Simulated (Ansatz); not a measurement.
A CCSD(T) single point on C₂H₅BrSn (`C=[CH][SnH2][Br]`).

```yaml
crystal:
  periodic: [false, false, false]
  atoms:
    - {symbol: C, position_ang: [-0.823034, 0.673191, -1.242204]}
    - {symbol: C, position_ang: [-0.195508, 0.905542, -0.097694]}
    - {symbol: Sn, position_ang: [0.716650, -0.634423, 1.034147]}
    - {symbol: Br, position_ang: [0.304632, -2.724938, -0.251966]}
    - {symbol: H, position_ang: [-0.904084, -0.324573, -1.664128]}
    - {symbol: H, position_ang: [-1.285696, 1.477265, -1.809078]}
    - {symbol: H, position_ang: [-0.137607, 1.920429, 0.289410]}
    - {symbol: H, position_ang: [2.409254, -0.474188, 1.158853]}
    - {symbol: H, position_ang: [0.003893, -0.864705, 2.565560]}
basis:
  gaussian: {orbitals: def2-SVP}
correlation: {method: ccsd_t}
```

```sh
$ ansatz run in.yaml --threads 4 --pin off --events-out ev --progress --plain
```

The program prints (abridged):

```
Functional definition: HF
1193 factors; integrals over basis functions are off by at most 1.6e-3 eV
mean field evaluation 1: about -77932.4125 eV, gradient 2.4e1 eV
mean field evaluation 2: about -77932.4919 eV, gradient 2.4e1 eV
mean field evaluation 4: about -77934.4713 eV, gradient 2.5e0 eV
mean field evaluation 8: about -77934.4947 eV, gradient 1.2e-1 eV
mean field evaluation 16: about -77934.4056 eV, gradient 3.7e-1 eV
mean field -77934.49476467 eV, -2864.0398567036 hartree, gradient 6.8e-6 eV, S^2 0.000000; 0 other end points of the search recorded, 0 dependent functions left out
15 core orbitals not correlated: weight in the atoms' cores, before any rotation towards them, 1.000 or more for the frozen orbitals, at most 0.000 for the correlated occupied ones
reference -77934.49476467 eV, -2864.0398567036 hartree; 22, 22 occupied and 74, 74 virtual orbitals, 1193 factors
second order -16.56982340 eV of doubles, -0.00000000 eV of singles
cycle   1  -17.11274736 eV  change   -5.4e-1 eV  update   9.0e-2
cycle   2  -17.60389386 eV  change   -4.9e-1 eV  update   3.0e-2
cycle   3  -17.66823936 eV  change   -6.4e-2 eV  update   1.2e-2
cycle   4  -17.66591581 eV  change    2.3e-3 eV  update   3.5e-3
cycle   5  -17.66745387 eV  change   -1.5e-3 eV  update   1.1e-3
cycle   6  -17.66747263 eV  change   -1.9e-5 eV  update   3.2e-4
cycle   7  -17.66745698 eV  change    1.6e-5 eV  update   8.4e-5
cycle   8  -17.66749918 eV  change   -4.2e-5 eV  update   2.9e-5
perturbative correction -0.53337291 eV, -0.0196010928 hartree
Total energy: -77952.69563675 eV, -2864.7087264159 hartree
```

Run time 8 s (4 threads of a server CPU on a shared host); peak host memory 0.62 GiB.

The correlation energy is -18.201 eV, 2.9 % of it from (T); the T1 diagnostic reads 0.0086.
